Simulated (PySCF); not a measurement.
Species: C2H6GeO.
Structure used (PBE0-D3(BJ)/def2-SVP), in Å, numbered top down from 1:
```
atom  x, y, z in Å
C1    -1.3897   -0.5281   -0.0840
Ge2    0.0731    0.7670   -0.1284
C3     1.7823   -0.1973    0.2604
O4     2.3778   -0.0759    1.2975
H5    -1.2169   -1.3294   -0.8171
H6    -1.4698   -0.9768    0.9164
H7    -2.3426   -0.0356   -0.3255
H8    -0.1130    1.8637    0.9326
H9     0.1784    1.3891   -1.5378
H10    2.1703   -0.8980   -0.5348
```

All values: CAM-B3LYP/def2-SVPD (PySCF, non-relativistic), on one gas-phase PBE0-D3(BJ)/def2-SVP geometry that isn't relaxed in the solvent. The solvent is an IEF-PCM continuum (Bondi radii, 1.10 Å for H, scaled by 1.2), and excitations are vertical TDDFT with non-equilibrium linear response and a frozen core. Specific hydrogen bonds and non-electrostatic terms are outside this model. Spin–orbit coupling is left out although an atom past zinc is present.

Gas-phase singlets (H = HOMO, L = LUMO):

```json
{"state": "S1", "E (eV)": "3.286", "λ (nm)": "377", "f": "0.001", "leading configurations": "H→L 94%"}
{"state": "S2", "E (eV)": "6.536", "λ (nm)": "190", "f": "0.031", "leading configurations": "H→L+1 51%, H→L+2 40%"}
{"state": "S3", "E (eV)": "6.921", "λ (nm)": "179", "f": "0.006", "leading configurations": "H→L+2 34%, H→L+1 23%"}
{"state": "S4", "E (eV)": "7.156", "λ (nm)": "173", "f": "0.071", "leading configurations": "H→L+3 46%, H-1→L 27%"}
{"state": "S5", "E (eV)": "7.356", "λ (nm)": "169", "f": "0.093", "leading configurations": "H-1→L 38%, H-2→L 32%"}
```

Problem. How does the list change in benzene (ε = 2.271)?

Solution. 
```tsv
state	E (eV)	λ (nm)	f	leading configurations	change by rank (eV)
S1	3.313	374	0.002	H→L 95%	+0.027
S2	6.579	188	0.037	H→L+1 47%, H→L+2 38%	+0.043
S3	7.014	177	0.015	H→L+2 37%, H→L+1 26%	+0.093
S4	7.148	173	0.046	H-1→L 54%, H→L+3 33%	-0.008
S5	7.286	170	0.181	H-2→L 34%, H→L+3 25%	-0.070
```

Problem. How do the frontier levels move from gas to benzene?

Solution. 
```json
{"orbital": "LUMO+2", "gas (eV)": "1.49", "solvent (eV)": "1.61", "change (eV)": "+0.12"}
{"orbital": "LUMO+1", "gas (eV)": "1.10", "solvent (eV)": "1.24", "change (eV)": "+0.14"}
{"orbital": "LUMO", "gas (eV)": "-0.30", "solvent (eV)": "-0.25", "change (eV)": "+0.05"}
{"orbital": "HOMO", "gas (eV)": "-8.33", "solvent (eV)": "-8.32", "change (eV)": "+0.01"}
{"orbital": "HOMO-1", "gas (eV)": "-10.64", "solvent (eV)": "-10.47", "change (eV)": "+0.17"}
{"orbital": "HOMO-2", "gas (eV)": "-10.94", "solvent (eV)": "-10.81", "change (eV)": "+0.13"}
{"orbital": "HOMO-3", "gas (eV)": "-12.75", "solvent (eV)": "-12.61", "change (eV)": "+0.14"}
```

The HOMO–LUMO gap goes from 8.03 to 8.07 eV.
